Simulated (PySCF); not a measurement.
Start geometry of `C=C(F)CC(=C)F` from GFN2-xTB (Å):
```
atom  x, y, z in Å
C1    -2.0410    0.0326    0.9286
C2    -1.2159   -0.2032   -0.0504
F3    -1.3164   -1.3683   -0.7377
C4    -0.0373    0.6582   -0.5265
C5     1.2106    0.1527    0.0662
C6     2.1166   -0.6100   -0.4865
F7     1.3886    0.5740    1.3545
H8    -1.9885    0.9803    1.4741
H9    -2.8316   -0.6387    1.2117
H10   -0.0082    0.5967   -1.5999
H11   -0.2472    1.6844   -0.2023
H12    3.0038   -0.9247    0.0601
H13    1.9723   -0.9509   -1.5022
```

What comes out of this run: PySCF 2.14.0, PBE0-D3(BJ)/def2-SVP geometry optimisation, gas phase?

```
atom  x, y, z in Å
C1    -2.242    0.310    0.804
C2    -1.244   -0.177    0.075
F3    -1.272   -1.443   -0.354
C4    -0.011    0.538   -0.377
C5     1.248   -0.104    0.114
C6     2.249   -0.584   -0.616
F7     1.298   -0.156    1.449
H8    -2.207    1.340    1.158
H9    -3.099   -0.314    1.060
H10    0.013    0.563   -1.477
H11   -0.055    1.578   -0.015
H12    3.126   -1.020   -0.136
H13    2.199   -0.549   -1.704
```

The energy falls by 0.170 eV over 10 energy and gradient evaluations, the largest force component goes from 0.0333 to 2.2e-04 Eh/bohr, and the atoms move by 0.357 Å rms after alignment. The bond that changes most is C2–C4 (vinylic C–F carbon to allylic carbon), which shortens by 0.041 Å. Bonds longer at the end by more than 0.005 Å: 6 of 12; shorter: 4. Among the angles that change most is C2–C4–C5, from 109.5° to 112.9°. Among the dihedrals that turn most is H11–C4–C5–C6, from -142° to -118°. Rotational constants go from 4274, 1897, 1508 to 4698, 1767, 1568 MHz. The orientation of the end geometry is arbitrary; only internal coordinates are fixed.

The run used 128 basis functions and 73 SCF cycles in all.

Stationary, but not proved a minimum. One conformer, not necessarily the lowest.
